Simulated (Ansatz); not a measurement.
```csv
atom,x (Å),y (Å),z (Å)
Mg,0.0000,0.0000,0.0000
H,0.0000,0.0000,4.8160
B,0.0000,4.8261,-4.0496
```

Basis set: pcseg-2 (spherical functions). Charge 0, multiplicity 1.

Computed with Ansatz (development build ahead of 0.2.0); each method stands on the lowest determinant of its kind that the runs found.

(1) Give the atomization energy at this shape (free ground-state atoms in the same class of orbitals less the molecule, no zero-point energy) of singlet MgBH in separate pieces by PBE (unrestricted), UHF.

## Answers

(1)

```csv
method,atomization energy
PBE (unrestricted),0.01 eV
UHF,0.00 eV
```

Caution: the shape is not the minimum; the unrestricted determinant is a mixture of spin states. Caution for PBE (unrestricted): charge can spread falsely over distant fragments.
